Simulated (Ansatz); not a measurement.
Breaking the O3–H4 bond in H2OSn (SMILES [OH][SnH]) (multiplicity 1 held, fragments rigid). Energies count from the point at 0.963 Å.
Geometry at that point (charge 0, multiplicity 1):
| atom | x (Å) | y (Å) | z (Å) |
|---|---|---|---|
| Sn | -0.1839 | -0.1503 | 0.1953 |
| H | -1.4552 | 0.0147 | -1.0721 |
| O | 1.2153 | 0.7994 | -0.8693 |
| H | 0.9260 | 1.1031 | -1.7363 |

Restricted levels (R-, RO-) in cc, def2 and unpolarised 6-31G sets keep to the state of the molecule at rest. U- levels take the lowest unrestricted solution at each point, which mixes spins at long bonds. Active spaces are followed from a long bond inwards. Curves can end on different states.

Cores are frozen in the correlated methods. Filled d and f shells under p-block atoms count as core.

The values were computed with Ansatz (Gaussian basis) for Hartree–Fock, density functionals and correlated methods.  In def2 rows elements past Kr take small-core potentials, without spin–orbit coupling.

Energies in eV.

```tsv
R (Å)	U-PBE/def2-TZVPP	U-r2SCAN/def2-TZVPP	R-MP2/def2-TZVPP	FIC-MRCISD+Q on CASSCF(4,3)/def2-TZVPP
0.771	1.61	1.52	1.54	1.48
0.867	0.33	0.29	0.29	0.28
0.963	0.00	0.00	0.00	0.00
1.059	0.16	0.20	0.20	0.21
1.156	0.56	0.64	0.65	0.67
1.300	1.35	1.48	1.50	1.52
1.445	2.16	2.34	2.39	2.37
1.685	3.34	3.56	3.69	3.53
1.926	4.08	4.18	4.69	4.27
2.215	4.45	4.53	5.50	4.73
2.600	4.61	4.69	6.03	4.95
3.082	4.66	4.75	6.11	5.01
```

Doubts at one or more of the structures used: a spin-contaminated determinant (U-PBE/def2-TZVPP, U-r2SCAN/def2-TZVPP); a restricted determinant that unrestricted orbitals would lower (R-MP2/def2-TZVPP); active orbitals that take no part (FIC-MRCISD+Q on CASSCF(4,3)/def2-TZVPP).

Ansatz is a quantum-chemistry and plane-wave program.
